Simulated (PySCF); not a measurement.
SMILES N[Si](O)(F)Br (PBE0/def2-SVP optimised geometry):

```
8

N     -0.869    -1.359     1.259
Si    -0.236    -0.405     0.000
O      1.403    -0.405     0.000
F     -0.841    -1.039    -1.356
Br    -0.804     1.729     0.000
H     -0.648    -1.143     2.224
H     -1.809    -1.729     1.169
H      1.809    -1.273     0.099
```

Level of theory: PBE0/def2-TZVP run with PySCF.

Question: What are the frontier orbital energies and the dipole moment?

Answer: HOMO-2 -9.03 eV, HOMO-1 -8.63 eV, HOMO -8.11 eV, LUMO 0.21 eV, LUMO+1 1.25 eV; dipole moment 3.17 D.

On the same geometry PBE/def2-TZVP (PySCF 2.14.0) gives HOMO-2 -7.60 eV, HOMO-1 -7.28 eV, HOMO -6.68 eV, LUMO -0.70 eV, LUMO+1 0.37 eV; dipole moment 3.10 D.

Meta-Löwdin charges at PBE0/def2-TZVP: N1 -0.76, Si2 1.40, O3 -0.74, F4 -0.50, Br5 -0.27, H6 0.25, H7 0.26, H8 0.36.
